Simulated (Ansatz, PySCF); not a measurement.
Reaction (SMILES): NB(N)F -> [NH]B(N)F + H atom (the H-N bond at the site shown breaks; other sites are not compared here)
Each molecule is optimised on its own at B3LYP-D3(BJ)/def2-TZVP (Ansatz, an electronic-structure program), one conformer each, not searched for the lowest. Frequencies are from Ansatz.

Quantity: bond dissociation energy (0 K, with B3LYP-D3(BJ) harmonic zero-point energies), in kcal/mol. Valence correlation only, unless marked. Open shells are spin-unrestricted. Spin-orbit coupling is left out. No relativistic terms. CBS(X,Y): correlation extrapolated as X^-3; Hartree-Fock from the larger set.

```csv
level,program,bond dissociation energy (kcal/mol)
HF-D3(BJ)/def2-TZVPD,PySCF + dftd3,___
B3LYP/def2-TZVPD,Ansatz,111.0
BHLYP-D4/def2-TZVPD,Ansatz + dftd4,109.7
TPSSh-D3(BJ)/def2-TZVPD,PySCF + dftd3,___
r2SCANh/def2-TZVPD,Ansatz,109.0
HSE06/def2-TZVPD,Ansatz,___
wB97X-V/def2-TZVPD,Ansatz,___
"CCSD(T)/CBS(cc-pVTZ,cc-pVQZ)",Ansatz,114.9
```

Question: Some entries are withheld; supply them.

Answer: 
- HF-D3(BJ)/def2-TZVPD, bond dissociation energy (kcal/mol): 86.3
- TPSSh-D3(BJ)/def2-TZVPD, bond dissociation energy (kcal/mol): 110.1
- HSE06/def2-TZVPD, bond dissociation energy (kcal/mol): 110.4
- wB97X-V/def2-TZVPD, bond dissociation energy (kcal/mol): 112.6
